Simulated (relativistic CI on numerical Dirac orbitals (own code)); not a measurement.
**Ir6+: 4d photoemission**

Computed with this model: Dirac-Coulomb-Breit CI, separate exchange-only KLI orbitals for each configuration, QED by a radiative potential, valence Slater integrals scaled by 0.9, multiplet model of photoemission in the sudden approximation; configurations [Xe] 4f14 5d3 → [Kr] 4d9 4f14 5s2 5p6 5d3; 80 K; Lorentzian 2.45 eV and Gaussian 0.6 eV FWHM. Energies are those of the free ion, without screening or charge transfer. The energies are binding energies and can lie tens of eV above those of solids. S is read from ⟨S²⟩ = S(S + 1).

Computed curve for free ion, scaled to 100 at the maximum (points under 2 are left out and the grid is thinned):

(Energy (eV), Intensity): (385.8, 2.0), (386.8, 2.5), (387.6, 3.0), (388.6, 3.9), (389.4, 4.9), (390.4, 6.9), (391.2, 9.6), (392.2, 15.8), (393.0, 25.9), (394.0, 54.3), (394.8, 89.5), (395.8, 91.8), (396.6, 59.3), (397.6, 30.6), (398.4, 19.5), (399.4, 12.2), (400.2, 9.2), (401.2, 7.6), (402.0, 7.2), (403.0, 6.2), (403.8, 5.4), (404.8, 5.1), (405.6, 5.1), (406.6, 5.7), (407.4, 7.0), (408.4, 10.5), (409.2, 16.6), (410.2, 33.6), (411.0, 49.8), (412.0, 44.0), (412.8, 36.0), (413.8, 26.4), (414.6, 19.3), (415.6, 13.5), (416.4, 10.4), (417.4, 7.0), (418.2, 5.0), (419.2, 3.5), (420.0, 2.7), (421.0, 2.0)

The ground state has S = 1.37, and the centroid lies at 402.04 eV.
